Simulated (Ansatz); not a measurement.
Basis-set extrapolation for `CC1CB1F` (PBE0-D4/def2-TZVP geometry, frozen core, Ansatz 0.2.0). Multiplicity 1, RHF reference.

|  | def2-TZVPP | def2-QZVPP |
| --- | --- | --- |
| HF | -241.320307 | -241.331253 |
| MP2 correlation | -0.850808 | -0.913111 |
| CCSD(T) correlation | -0.919590 | not run |

Energies in hartree. Use E(X) = E(∞) + A·exp(−7.88·√X) for Hartree–Fock and E(X) = E(∞) + B·X^(−2.97) for correlation, with X = 3 and 4, and add CCSD(T) minus MP2 of the smaller set to the MP2 limit.

Task: What is the CCSD(T) energy at the basis-set limit?

Result: HF limit: -241.331253 + (-0.010946) × 0.13774 = -241.33276. MP2 limit: -0.913111 + (-0.062303) × 0.74074 = -0.95926. Higher-order term: -0.919590 − (-0.850808) = -0.06878. Total: -242.36080 hartree, 317.4 kJ/mol below CCSD(T)/def2-TZVPP.
